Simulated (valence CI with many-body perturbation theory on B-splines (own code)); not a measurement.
Values are calculated unless marked as measured or tabulated.
# Energy levels of Pt XXVIII

Method: configuration interaction combined with many-body perturbation theory (CI+MBPT): five valence electrons over a frozen Dirac-Fock core [Kr] 4d10, a basis of 7 s, 7 p, 7 d, 7 f, 4 g, 2 h functions for each j, with the one-electron correlation potential Σ1 (screened to all orders), the two-electron term Σ2, the three-electron term Σ3, Breit, model QED; selected single and double excitations, second order for the rest, scaled by the run's own slope (own B-spline code, finite nucleus).

The last digits are not significant, and no measured levels were compared; by estimate large intervals hold to a few tenths of a per cent, small ones and those within an open d or f shell to about a per cent. Among the levels kept, up to 990 cm⁻¹ of a level comes from second order outside the variational space, and about a tenth of that is noise between levels of different J, which matters for small intervals. Only levels of the ground parity were solved; by the run's estimate the other parity begins above the list, which can be wrong where configurations are misplaced.

Levels 91 to 135 of 194, with energies above the lowest level, 4f5 6H°_5/2. "Leading %" is the weight of the configuration and term that name the level; weights of strongly mixed levels are sums over their largest components and can fall short. In the jj column 3d3/2^4 stands for four electrons in 3d with j = 3/2.

| No. | Configuration | Term | J | E (eV) | Leading % | g | Leading jj | Second component |
| --- | --- | --- | --- | --- | --- | --- | --- | --- |
| 91 | 4f5 | 4P° | 1/2 | 21.009 | 40 | 1.175 | 4f5/2 4f7/2^4 (55 %) | 39 % 4f5 4D° |
| 92 | 4f5 | 2D° | 5/2 | 21.314 | 46 | 1.105 | 4f5/2^2 4f7/2^3 (63 %) | 34 % 4f5 2F° |
| 93 | 4f5 | 4F° | 3/2 | 21.328 | 28 | 1.022 | 4f5/2^3 4f7/2^2 (65 %) | 24 % 4f5 4D° |
| 94 | 4f5 | 2H° | 11/2 | 21.368 | 38 | 1.082 | 4f5/2^2 4f7/2^3 (73 %) | 26 % 4f5 4G° |
| 95 | 4f5 | 2H° | 9/2 | 21.465 | 39 | 1.016 | 4f5/2 4f7/2^4 (39 %) | 14 % 4f5 4G° |
| 96 | 4f5 | 4K° | 13/2 | 21.489 | 45 | 1.081 | 4f5/2^2 4f7/2^3 (82 %) | 45 % 4f5 4H° |
| 97 | 4f5 | 4K° | 15/2 | 21.503 | 78 | 1.075 | 4f5/2^2 4f7/2^3 (65 %) | 8 % 4f5 2L° |
| 98 | 4f5 | 4H° | 13/2 | 21.622 | 24 | 1.072 | 4f5/2^3 4f7/2^2 (69 %) | 23 % 4f5 2K° |
| 99 | 4f5 | 4H° | 11/2 | 21.664 | 39 | 1.072 | 4f5/2^2 4f7/2^3 (40 %) | 25 % 4f5 2I° |
| 100 | 4f5 | 2M° | 19/2 | 21.766 | 61 | 1.056 | 4f5/2 4f7/2^4 (89 %) | 20 % 4f5 4L° |
| 101 | 4f5 | 4H° | 7/2 | 21.813 | 37 | 0.864 | 4f5/2 4f7/2^4 (56 %) | 28 % 4f5 2G° |
| 102 | 4f5 | 2H° | 9/2 | 21.934 | 32 | 1.024 | 4f5/2 4f7/2^4 (51 %) | 27 % 4f5 4G° |
| 103 | 4f5 | 2F° | 5/2 | 22.114 | 31 | 1.082 | 4f5/2^2 4f7/2^3 (49 %) | 29 % 4f5 2D° |
| 104 | 4f5 | 4K° | 17/2 | 22.187 | 61 | 1.126 | 4f5/2^3 4f7/2^2 (39 %) | 31 % 4f5 2L° |
| 105 | 4f5 | 2N° | 21/2 | 22.196 | 53 | 1.023 | 4f5/2 4f7/2^4 (85 %) | 36 % 4f5 2O° |
| 106 | 4f5 | 2H° | 11/2 | 22.308 | 35 | 1.046 | 4f5/2 4f7/2^4 (47 %) | 15 % 4f5 4G° |
| 107 | 4f5 | 4H° | 7/2 | 22.526 | 35 | 0.963 | 4f5/2^4 4f7/2 (43 %) | 19 % 4f5 2F° |
| 108 | 4f5 | 2H° | 9/2 | 22.800 | 59 | 0.936 | 4f5/2^2 4f7/2^3 (71 %) | 30 % 4f5 4H° |
| 109 | 4f5 | 4F° | 3/2 | 22.847 | 30 | 1.062 | 4f5/2 4f7/2^4 (34 %) | 27 % 4f5 4P° |
| 110 | 4f5 | 2D° | 5/2 | 23.041 | 25 | 1.129 | 4f5/2 4f7/2^4 (47 %) | 24 % 4f5 4F° |
| 111 | 4f5 | 2I° | 13/2 | 23.116 | 61 | 1.076 | 4f5/2^3 4f7/2^2 (37 %) | 20 % 4f5 4H° |
| 112 | 4f5 | 4D° | 7/2 | 23.261 | 42 | 1.188 | 4f5/2^2 4f7/2^3 (59 %) | 18 % 4f5 4G° |
| 113 | 4f5 | 4D° | 1/2 | 23.366 | 58 | 1.014 | 4f5/2^2 4f7/2^3 (63 %) | 37 % 4f5 4P° |
| 114 | 4f5 | 2I° | 13/2 | 23.669 | 59 | 1.043 | 4f5/2 4f7/2^4 (52 %) | 25 % 4f5 2K° |
| 115 | 4f5 | 2F° | 7/2 | 23.748 | 51 | 1.071 | 4f5/2 4f7/2^4 (45 %) | 23 % 4f5 2G° |
| 116 | 4f5 | 2K° | 15/2 | 23.762 | 59 | 1.051 | 4f5/2 4f7/2^4 (38 %) | 20 % 4f5 2L° |
| 117 | 4f5 | 2D° | 3/2 | 24.073 | 33 | 1.096 | 4f5/2^2 4f7/2^3 (50 %) | 30 % 4f5 4D° |
| 118 | 4f5 | 2I° | 11/2 | 24.089 | 30 | 1.032 | 4f5/2^2 4f7/2^3 (53 %) | 22 % 4f5 2H° |
| 119 | 4f5 | 4H° | 9/2 | 24.198 | 52 | 1.020 | 4f5/2^3 4f7/2^2 (56 %) | 18 % 4f5 2G° |
| 120 | 4f5 | 4F° | 5/2 | 24.243 | 36 | 1.200 | 4f5/2^3 4f7/2^2 (48 %) | 28 % 4f5 4P° |
| 121 | 4f5 | 2K° | 15/2 | 24.530 | 72 | 1.045 | 4f5/2^2 4f7/2^3 (51 %) | 20 % 4f5 2L° |
| 122 | 4f5 | 2G° | 9/2 | 24.573 | 46 | 1.024 | 4f5/2 4f7/2^4 (58 %) | 38 % 4f5 2H° |
| 123 | 4f5 | 4H° | 11/2 | 24.598 | 50 | 1.094 | 4f5/2^3 4f7/2^2 (42 %) | 18 % 4f5 2I° |
| 124 | 4f5 | 4H° | 7/2 | 24.912 | 35 | 1.078 | 4f5/2^3 4f7/2^2 (42 %) | 26 % 4f5 4D° |
| 125 | 4f5 | 4H° | 13/2 | 24.965 | 55 | 1.113 | 4f5/2^2 4f7/2^3 (68 %) | 29 % 4f5 2K° |
| 126 | 4f5 | 2K° | 15/2 | 25.146 | 53 | 1.065 | 4f7/2^5 (46 %) | 20 % 4f5 4I° |
| 127 | 4f5 | 2P° | 1/2 | 25.290 | 80 | 0.649 | 4f5/2^2 4f7/2^3 (81 %) | 16 % 4f5 4D° |
| 128 | 4f5 | 2F° | 7/2 | 25.379 | 45 | 1.142 | 4f5/2 4f7/2^4 (38 %) | 19 % 4f5 2G° |
| 129 | 4f5 | 2M° | 17/2 | 25.479 | 77 | 0.984 | 4f5/2^2 4f7/2^3 (67 %) | 12 % 4f5 2L° |
| 130 | 4f5 | 2F° | 5/2 | 25.543 | 59 | 0.958 | 4f5/2 4f7/2^4 (56 %) | 13 % 4f5 2D° |
| 131 | 4f5 | 2H° | 11/2 | 25.995 | 44 | 1.028 | 4f5/2^2 4f7/2^3 (41 %) | 26 % 4f5 2I° |
| 132 | 4f5 | 2G° | 9/2 | 26.036 | 40 | 1.054 | 4f5/2^3 4f7/2^2 (39 %) | 39 % 4f5 2H° |
| 133 | 4f5 | 4F° | 3/2 | 26.042 | 39 | 1.091 | 4f5/2^2 4f7/2^3 (58 %) | 30 % 4f5 4S° |
| 134 | 4f5 | 4F° | 9/2 | 26.197 | 42 | 1.123 | 4f5/2^2 4f7/2^3 (69 %) | 17 % 4f5 2G° |
| 135 | 4f5 | 4D° | 3/2 | 26.260 | 27 | 1.225 | 4f5/2 4f7/2^4 (41 %) | 24 % 4f5 2P° |

Names give the largest LS component (configuration and term), which can be under half, so a name can repeat, a term be missing and a line seem to break the LS rules; names also repeat where a configuration has a term twice.

Where two levels of one J and parity lie close, their mixing, g and order are uncertain.
